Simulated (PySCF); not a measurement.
# Electric field gradients and quadrupole coupling constants

Compound: C₅H₁₀OSi.
Structure used (GFN2-xTB), in Å, numbered top down from 1:
```
atom  x, y, z in Å
C1    -1.733    1.477    1.588
C2    -1.438    0.833    0.475
C3    -0.251   -0.078    0.304
C4    -0.784   -1.482    0.173
O5    -0.621   -2.206   -0.768
C6     0.586    0.325   -0.908
Si7    2.244   -0.604   -1.034
H8    -1.130    1.385    2.477
H9    -2.587    2.130    1.658
H10   -2.056    0.942   -0.407
H11    0.348   -0.046    1.222
H12   -1.393   -1.799    1.043
H13   -0.004    0.150   -1.808
H14    0.774    1.400   -0.856
H15    3.024   -0.268    0.165
H16    2.073   -2.048   -1.113
H17    2.941   -0.101   -2.220
```

Field gradients from the PBE0/pcSseg-1 density (PySCF, non-relativistic), principal values in atomic units, ordered |Vxx| ≤ |Vyy| ≤ |Vzz|:

```tsv
atom	Vxx	Vyy	Vzz
O5	0.4020	1.6174	-2.0194
```

Find the asymmetry η = (Vxx − Vyy)/Vzz and the couplings χ = eQV/h (234.96 MHz × Q in barn × V in au), with Q(17O) = −0.0256 b.

| atom | environment | nucleus | η | χzz (MHz) | χxx (MHz) | χyy (MHz) |
| --- | --- | --- | --- | --- | --- | --- |
| O5 | aldehyde oxygen | 17O | 0.60 | 12.15 | -2.42 | -9.73 |

The tensor is traceless: Vxx + Vyy + Vzz = 0.

What is Vzz at O5 in SI units (1 au = 9.71736 × 10²¹ V/m²)?

-2.0194 au = -19.623 × 10²¹ V/m².

What couplings would deuterons (Q(2H) = 0.00286 b) have in place of the hydrogens, at this geometry?

```csv
atom,bonded to,bond length (Å),Vzz (au),η,χzz (kHz)
H8,C1,1.078,0.3341,0.05,225
H9,C1,1.077,0.3366,0.05,226
H10,C2,1.082,0.3222,0.06,217
H11,C3,1.097,0.2919,0.01,196
H12,C4,1.109,0.2670,0.01,179
H13,C6,1.091,0.3095,0.05,208
H14,C6,1.092,0.3086,0.03,207
H15,Si7,1.469,0.1594,0.02,107
H16,Si7,1.457,0.1670,0.02,112
H17,Si7,1.464,0.1631,0.01,110
```

The structure is a single GFN2-xTB conformer in the gas phase; no vibrational or solvent corrections. GFN2-xTB bond lengths can be off by several hundredths of an ångström, more for odd bonds, and the gradients follow them. With so small a basis the couplings can be 20 % off.

These values come from a run that also computed NMR shieldings. The run took 46 s wall on an Arm Neoverse N1 with one thread (shared host), and the process peaked at 0.81 GiB of memory.
